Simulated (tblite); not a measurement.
A geometry optimisation, step by step.

Species: C8H11Al.
Numbering: `[CH:1]#[C:2][C:3]1([AlH:4][CH:5]=[CH2:6])[CH2:7][CH2:8][CH2:9]1` (hydrogens: H10 on C1; H11 on Al4; H12 on C5; H13, H14 on C6; H15, H16 on C7; H17, H18 on C8; H19, H20 on C9)

Computed with GFN2-xTB (tblite), gas phase: L-BFGS steps from a force-field or distance-geometry start until the largest atomic force falls under 0.01 eV/Å. 3 of its 101 geometries are shown.

Step 0: E = -643.2248 eV, largest atomic force 1.647 eV/Å
```
atom  x, y, z in Å  |  force x, y, z in eV/Å
C1      0.762    2.620   -0.708   -0.100  -0.084   0.032
C2      0.279    1.631   -0.226   -0.097  -0.698   0.392
C3     -0.281    0.404    0.385    0.865   1.279  -0.573
Al4     1.158   -0.859    0.958    0.292  -0.216   0.554
C5      2.390   -1.626   -0.367   -0.461   0.347  -0.243
C6      2.285   -1.315   -1.670    0.286  -0.354   0.814
C7     -1.375   -0.213   -0.502   -0.491  -0.401  -0.691
C8     -2.413    0.105    0.570   -0.900  -0.378  -0.018
C9     -1.338    0.718    1.449   -0.403   0.744   0.958
H10     1.161    3.495   -1.134   -0.054  -0.101   0.037
H11     1.287   -1.281    2.501   -0.166   0.188  -0.452
H12     3.160   -2.312   -0.039    0.303  -0.204  -0.158
H13     2.975   -1.745   -2.374   -0.014   0.079  -0.422
H14     1.527   -0.634   -2.024    0.036  -0.004  -0.074
H15    -1.571    0.341   -1.445    0.292  -0.684   0.384
H16    -1.261   -1.311   -0.637   -0.004   0.616  -0.435
H17    -3.168    0.848    0.223    0.239  -0.797   0.408
H18    -2.864   -0.821    1.015   -0.019   0.971  -0.441
H19    -1.208    0.158    2.401    0.081   0.542  -0.280
H20    -1.511    1.810    1.621    0.312  -0.847   0.209
```

Step 50: E = -643.4721 eV, largest atomic force 0.055 eV/Å
```
atom  x, y, z in Å  |  force x, y, z in eV/Å
C1      0.732    2.615   -0.777   -0.002   0.003  -0.002
C2      0.297    1.613   -0.278    0.020   0.002  -0.014
C3     -0.267    0.417    0.293   -0.022   0.038  -0.006
Al4     1.140   -0.882    0.961    0.007  -0.005  -0.054
C5      2.437   -1.705   -0.287    0.007   0.001  -0.008
C6      2.316   -1.317   -1.560    0.009   0.001   0.005
C7     -1.436   -0.162   -0.565    0.004   0.012   0.009
C8     -2.399    0.068    0.606    0.008   0.004   0.004
C9     -1.277    0.692    1.445    0.003  -0.004  -0.001
H10     1.134    3.486   -1.201   -0.002  -0.016   0.007
H11     1.052   -1.156    2.485    0.006  -0.019   0.017
H12     3.232   -2.414   -0.052   -0.013   0.010   0.004
H13     2.958   -1.662   -2.362   -0.004  -0.013   0.008
H14     1.547   -0.611   -1.857    0.012   0.002   0.017
H15    -1.664    0.433   -1.449    0.004   0.000   0.007
H16    -1.314   -1.205   -0.866   -0.014   0.003   0.002
H17    -3.215    0.752    0.381   -0.015  -0.023   0.001
H18    -2.814   -0.848    1.026    0.006   0.007   0.002
H19    -1.048    0.149    2.371   -0.004   0.004   0.011
H20    -1.415    1.746    1.683   -0.012  -0.009  -0.009
```

Step 100: E = -643.4969 eV, largest atomic force 0.009 eV/Å
```
atom  x, y, z in Å  |  force x, y, z in eV/Å
C1      0.841    2.588   -0.886   -0.003   0.000  -0.002
C2      0.317    1.635   -0.379    0.002  -0.003  -0.002
C3     -0.336    0.495    0.209    0.000   0.000   0.001
Al4     0.945   -0.944    0.851    0.006   0.001   0.000
C5      2.355   -1.748   -0.279   -0.003  -0.001   0.005
C6      2.495   -1.298   -1.529   -0.007   0.001   0.001
C7     -1.586   -0.012   -0.568    0.004   0.003   0.001
C8     -2.326   -0.107    0.768    0.000  -0.002  -0.006
C9     -1.272    0.795    1.415    0.003   0.001  -0.003
H10     1.318    3.416   -1.321   -0.002   0.003  -0.001
H11     0.708   -1.356    2.330   -0.004  -0.004   0.001
H12     3.045   -2.529    0.049   -0.003  -0.007   0.000
H13     3.245   -1.665   -2.220   -0.005   0.005   0.000
H14     1.847   -0.520   -1.916   -0.004   0.005   0.000
H15    -2.001    0.757   -1.219    0.005   0.003  -0.003
H16    -1.478   -0.938   -1.137    0.008  -0.003   0.003
H17    -3.354    0.250    0.784    0.001  -0.006   0.002
H18    -2.288   -1.119    1.176    0.001  -0.002   0.002
H19    -0.906    0.469    2.397   -0.001  -0.001   0.008
H20    -1.574    1.840    1.474    0.001   0.006  -0.006
```

**Question.** Summarise the path.

**Answer.** The energy falls by 0.2721 eV from step 0 to step 100; nine tenths of that is first reached at step 39. It falls at every step. The largest force goes from 1.647 to 0.009 eV/Å. Among the bonds Al4–H11 changes most, from 1.605 to 1.553 Å; the atoms move by 0.412 Å rms after alignment.

**Question.** Follow the three bonds and two angles with the largest change from start to end.

**Answer.** 
```csv
step,E above end (eV),largest force (eV/Å),Al4–H11 (Å),C2–C3 (Å),C3–Al4 (Å),Al4–C3–C9 (°),C3–Al4–H11 (°)
0,0.2721,1.647,1.605,1.480,1.998,115.3,120.0
4,0.0840,0.521,1.552,1.440,2.029,113.8,120.4
9,0.0523,0.110,1.557,1.441,2.021,114.4,118.9
13,0.0460,0.158,1.553,1.443,2.032,114.7,116.7
17,0.0417,0.051,1.552,1.439,2.025,114.8,115.0
22,0.0394,0.062,1.550,1.443,2.028,114.2,114.3
26,0.0354,0.112,1.555,1.442,2.028,112.6,114.1
30,0.0298,0.056,1.552,1.441,2.033,110.3,113.9
35,0.0277,0.030,1.553,1.439,2.030,109.6,114.0
39,0.0271,0.029,1.550,1.441,2.030,109.4,113.7
43,0.0264,0.041,1.554,1.440,2.027,109.0,114.0
48,0.0253,0.038,1.553,1.441,2.029,108.7,113.4
52,0.0244,0.031,1.553,1.440,2.027,108.5,113.5
57,0.0232,0.036,1.553,1.441,2.028,108.2,113.2
61,0.0209,0.071,1.546,1.440,2.031,108.3,113.7
65,0.0181,0.056,1.556,1.441,2.036,107.7,113.9
70,0.0144,0.062,1.550,1.440,2.038,107.1,113.9
74,0.0108,0.082,1.554,1.441,2.034,107.3,113.7
78,0.0076,0.074,1.552,1.441,2.030,106.8,113.7
83,0.0050,0.034,1.555,1.440,2.029,106.9,113.3
87,0.0032,0.066,1.552,1.439,2.029,106.4,113.2
91,0.0015,0.045,1.553,1.439,2.027,106.1,113.1
96,0.0002,0.031,1.553,1.439,2.032,105.6,113.1
100,0.0000,0.009,1.553,1.439,2.031,105.7,113.2
```

The cost below is that of the whole relaxation. The run took 1.5 s on Arm Neoverse N1, one thread, no GPU, on a shared host.
